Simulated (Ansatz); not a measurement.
Ansatz (a quantum-chemistry and plane-wave program) input file for Ga(H)2(OH) (GaH3O), SMILES [GaH2][OH], PBE-D3(BJ)/def2-TZVP. 

Ansatz 0.2 input:
```yaml
crystal:
  periodic: [false, false, false]
  atoms:
    - {symbol: Ga, position_ang: [-0.00245053, 0.35003800, 0.00000000]}
    - {symbol: H, position_ang: [1.39759743, 0.98333859, -0.00000000]}
    - {symbol: H, position_ang: [-1.34591808, 1.11459176, -0.00000000]}
    - {symbol: O, position_ang: [0.02807417, -1.33623476, 0.00000000]}
    - {symbol: H, position_ang: [-0.20030639, -2.25923017, -0.00000000]}
basis:
  gaussian:
    orbitals: def2-TZVP
hamiltonian:
  xc: pbe
  dispersion: d3bj
relax: {f_tol: 0.002, max_steps: 200}
```

Log of the run:

```
WARN ansatz: RAYON_NUM_THREADS=1 ignored (pool sized by the plan → 1); use --threads N
Functional definition: PBE
integrals: 0.02 GiB planned
651 factors; their error is unknown
mean field: 0.21 GiB planned
mean field evaluation 1: about -54455.8237 eV, gradient 7.6e1 eV
mean field evaluation 2: about -54376.1567 eV, gradient 1.9e2 eV
mean field evaluation 4: about -54464.0880 eV, gradient 1.9e1 eV
mean field evaluation 8: about -54464.4215 eV, gradient 1.4e-1 eV
mean field evaluation 16: about -54464.4081 eV, gradient 5.0e-5 eV
mean field -54464.40808288 eV, -2001.5300797442 hartree, gradient 5.0e-5 eV, S^2 0.000000; 0 other end points of the search recorded, 0 dependent functions left out
the calculation of the forces begins
reference -54464.40811954 eV, -2001.5300810915 hartree; 21, 21 occupied and 76, 76 virtual orbitals, 651 factors
relax step   1: F+E_penalty+E_count = -54464.45464513 eV  Δ(F+E_penalty+E_count) = +0.000e0 eV  max|allowed force component| = 2.243e0 eV/Å  Δτ_max = 0.0000 Å  (27 SCF iters, accepted)
these checks for a lower state are left out or cut short: starts, cluster_reference, orbital_swaps, neighbouring_geometries, increment
integrals: 0.02 GiB planned
651 factors; their error is unknown
mean field: 0.21 GiB planned
mean field -54464.50578533 eV, -2001.5336702428 hartree, gradient 2.5e-5 eV, S^2 0.000000; 0 other end points of the search recorded, 0 dependent functions left out
the calculation of the forces begins
reference -54464.50582199 eV, -2001.5336715901 hartree; 21, 21 occupied and 76, 76 virtual orbitals, 651 factors
relax step   2: F+E_penalty+E_count = -54464.55202374 eV  Δ(F+E_penalty+E_count) = -9.738e-2 eV  max|allowed force component| = 1.202e0 eV/Å  Δτ_max = 0.0435 Å  (28 SCF iters, accepted)
these checks for a lower state are left out or cut short: starts, cluster_reference, orbital_swaps, neighbouring_geometries, increment
integrals: 0.02 GiB planned
651 factors; their error is unknown
mean field: 0.21 GiB planned
mean field evaluation 32: about -54464.5744 eV, gradient 7.0e-6 eV
mean field -54464.57443122 eV, -2001.5361929328 hartree, gradient 7.1e-6 eV, S^2 0.000000; 0 other end points of the search recorded, 0 dependent functions left out
the calculation of the forces begins
reference -54464.57446785 eV, -2001.5361942791 hartree; 21, 21 occupied and 76, 76 virtual orbitals, 651 factors
relax step   3: F+E_penalty+E_count = -54464.62042541 eV  Δ(F+E_penalty+E_count) = -6.840e-2 eV  max|allowed force component| = 7.106e-1 eV/Å  Δτ_max = 0.0449 Å  (29 SCF iters, accepted)
these checks for a lower state are left out or cut short: starts, cluster_reference, orbital_swaps, neighbouring_geometries, increment
integrals: 0.02 GiB planned
651 factors; their error is unknown
mean field: 0.21 GiB planned
mean field -54464.78157306 eV, -2001.5438052552 hartree, gradient 8.7e-6 eV, S^2 0.000000; 0 other end points of the search recorded, 0 dependent functions left out
the calculation of the forces begins
reference -54464.78160855 eV, -2001.5438065594 hartree; 21, 21 occupied and 76, 76 virtual orbitals, 651 factors
relax step   4: F+E_penalty+E_count = -54464.82783164 eV  Δ(F+E_penalty+E_count) = -2.074e-1 eV  max|allowed force component| = 1.351e0 eV/Å  Δτ_max = 0.1999 Å  (34 SCF iters, accepted)
these checks for a lower state are left out or cut short: starts, cluster_reference, orbital_swaps, neighbouring_geometries, increment
integrals: 0.02 GiB planned
651 factors; their error is unknown
mean field: 0.21 GiB planned
mean field -54464.88835749 eV, -2001.5477295107 hartree, gradient 8.6e-6 eV, S^2 0.000000; 0 other end points of the search recorded, 0 dependent functions left out
the calculation of the forces begins
reference -54464.88839299 eV, -2001.5477308149 hartree; 21, 21 occupied and 76, 76 virtual orbitals, 651 factors
relax step   5: F+E_penalty+E_count = -54464.93534711 eV  Δ(F+E_penalty+E_count) = -1.075e-1 eV  max|allowed force component| = 1.298e0 eV/Å  Δτ_max = 0.1835 Å  (29 SCF iters, accepted)
these checks for a lower state are left out or cut short: starts, cluster_reference, orbital_swaps, neighbouring_geometries, increment
integrals: 0.02 GiB planned
651 factors; their error is unknown
mean field: 0.21 GiB planned
mean field -54464.92028715 eV, -2001.5489029038 hartree, gradient 1.2e-5 eV, S^2 0.000000; 0 other end points of the search recorded, 0 dependent functions left out
the calculation of the forces begins
reference -54464.92032275 eV, -2001.5489042122 hartree; 21, 21 occupied and 76, 76 virtual orbitals, 651 factors
relax step   6: F+E_penalty+E_count = -54464.96729571 eV  Δ(F+E_penalty+E_count) = -3.195e-2 eV  max|allowed force component| = 1.952e-1 eV/Å  Δτ_max = 0.0596 Å  (29 SCF iters, accepted)
these checks for a lower state are left out or cut short: starts, cluster_reference, orbital_swaps, neighbouring_geometries, increment
integrals: 0.02 GiB planned
651 factors; their error is unknown
mean field: 0.21 GiB planned
mean field evaluation 64: about -54464.9220 eV, gradient 3.2e-3 eV
mean field -54464.92196307 eV, -2001.5489644927 hartree, gradient 1.0e-5 eV, S^2 0.000000; 0 other end points of the search recorded, 0 dependent functions left out
the calculation of the forces begins
reference -54464.92199865 eV, -2001.5489658005 hartree; 21, 21 occupied and 76, 76 virtual orbitals, 651 factors
relax step   7: F+E_penalty+E_count = -54464.96903364 eV  Δ(F+E_penalty+E_count) = -1.738e-3 eV  max|allowed force component| = 2.480e-2 eV/Å  Δτ_max = 0.0199 Å  (29 SCF iters, accepted)
these checks for a lower state are left out or cut short: starts, cluster_reference, orbital_swaps, neighbouring_geometries, increment
integrals: 0.02 GiB planned
651 factors; their error is unknown
mean field: 0.21 GiB planned
mean field -54464.92205328 eV, -2001.5489678080 hartree, gradient 1.0e-5 eV, S^2 0.000000; 0 other end points of the search recorded, 0 dependent functions left out
the calculation of the forces begins
reference -54464.92208885 eV, -2001.5489691152 hartree; 21, 21 occupied and 76, 76 virtual orbitals, 651 factors
relax step   8: F+E_penalty+E_count = -54464.96915609 eV  Δ(F+E_penalty+E_count) = -1.224e-4 eV  max|allowed force component| = 1.122e-2 eV/Å  Δτ_max = 0.0131 Å  (30 SCF iters, accepted)
these checks for a lower state are left out or cut short: starts, cluster_reference, orbital_swaps, neighbouring_geometries, increment
integrals: 0.02 GiB planned
651 factors; their error is unknown
mean field: 0.21 GiB planned
mean field -54464.92209695 eV, -2001.5489694128 hartree, gradient 5.2e-6 eV, S^2 0.000000; 0 other end points of the search recorded, 0 dependent functions left out
the calculation of the forces begins
reference -54464.92213253 eV, -2001.5489707204 hartree; 21, 21 occupied and 76, 76 virtual orbitals, 651 factors
relax step   9: F+E_penalty+E_count = -54464.96919087 eV  Δ(F+E_penalty+E_count) = -3.478e-5 eV  max|allowed force component| = 9.700e-4 eV/Å  Δτ_max = 0.0037 Å  (22 SCF iters, accepted)
integrals: 0.02 GiB planned
651 factors; their error is unknown
mean field: 0.21 GiB planned
mean field evaluation 96: about -54464.9221 eV, gradient 5.5e-4 eV
mean field -54464.92209695 eV, -2001.5489694128 hartree, gradient 4.8e-6 eV, S^2 0.000000; 1 other end points of the search recorded, 0 dependent functions left out
the calculation of the forces begins
reference -54464.92213253 eV, -2001.5489707204 hartree; 21, 21 occupied and 76, 76 virtual orbitals, 651 factors
Total energy: -54464.96922645 eV, -2001.5507013899 hartree
Atom 0 at     0.081389     0.318341    -0.000000 Å, force     0.000291     0.000111     0.000000 eV/Å
Atom 1 at     1.436702     1.098302     0.000000 Å, force    -0.000970    -0.000291    -0.000000 eV/Å
Atom 2 at    -1.394116     0.865492    -0.000000 Å, force     0.000626     0.000133    -0.000000 eV/Å
Atom 3 at     0.300891    -1.478513    -0.000000 Å, force     0.000449     0.000353    -0.000000 eV/Å
Atom 4 at    -0.547870    -1.951119     0.000000 Å, force    -0.000396    -0.000306    -0.000000 eV/Å
Dipole moment:    -0.281365     0.108859     0.000000 e Å
```

Self-consistency was reached.

Cost: about 18 core-seconds (a rough figure).
